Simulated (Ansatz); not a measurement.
Cartesian coordinates in Å:
```
B 2.3260 -0.0559 -0.5740
O 1.2622 0.4983 0.0376
Si -0.3201 0.6956 -0.4410
Si -1.7071 -0.5361 0.9869
H 2.2145 -0.5089 -1.6840
H 3.3673 -0.0801 0.0196
H -0.6267 2.1471 -0.3596
H -0.4729 0.2486 -1.8534
H -1.5578 -0.0728 2.3915
H -1.3630 -1.9813 0.9125
H -3.1224 -0.3543 0.5640
```

The species carries charge 0 and has multiplicity 1.

Problem. List the PBE0/def2-TZVPP orbital energies in eV (the Gaussian-basis code of Ansatz). (Best estimate.)

Solution. Computed: Occupied: -1803.37, -1802.60, -523.33, -185.26, -145.63, -144.99, -100.33, -100.27, -100.27, -99.64, -99.63, -99.63, -28.66, -16.83, -15.23, -13.66, -12.20, -11.82, -11.47, -10.19, -10.03, -9.57, -8.48, -8.30. Lowest empty: -0.69, -0.42, 0.21, 0.64, 1.00, 1.35, 1.97, 2.24.
